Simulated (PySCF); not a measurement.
**Working out the excitation energy of Kr²⁺**

Kr²⁺ [Ar] 3d10 4s2 4p4 (3P) → Kr²⁺ [Ar] 3d10 4s2 4p3 4d1 (5D). All numbers are calculated (PySCF 2.14, the spin-free X2C one-electron Hamiltonian (Gaussian nucleus), in aug-cc-pVDZ-DK (6s5p3d, 36 functions)). Frozen: [Ar] 3d10. Energies in hartree (1 hartree = 27.21139 eV):

```tsv
part	Kr²⁺ (lower)	Kr²⁺ (upper)
UHF	-2786.714897	-2786.095737
MP2 opposite-spin	-0.056877	-0.040649
MP2 same-spin	-0.018387	-0.013646
```

**Question.** What does Hartree-Fock give?

**Answer.** (-2786.095737) − (-2786.714897) = 0.619160 hartree = 16.848 eV.

**Question.** What do MP2 and SCS-MP2 (6/5 opposite-spin, 1/3 same-spin) give?

**Answer.** The opposite-spin parts differ by 0.442 eV and the same-spin parts by 0.129 eV. MP2: 16.848 + (0.442) + (0.129) = 17.419 eV. SCS-MP2: 16.848 + 1.2 × (0.442) + (0.129)/3 = 17.421 eV.

A double-zeta basis recovers only part of the correlation energy.
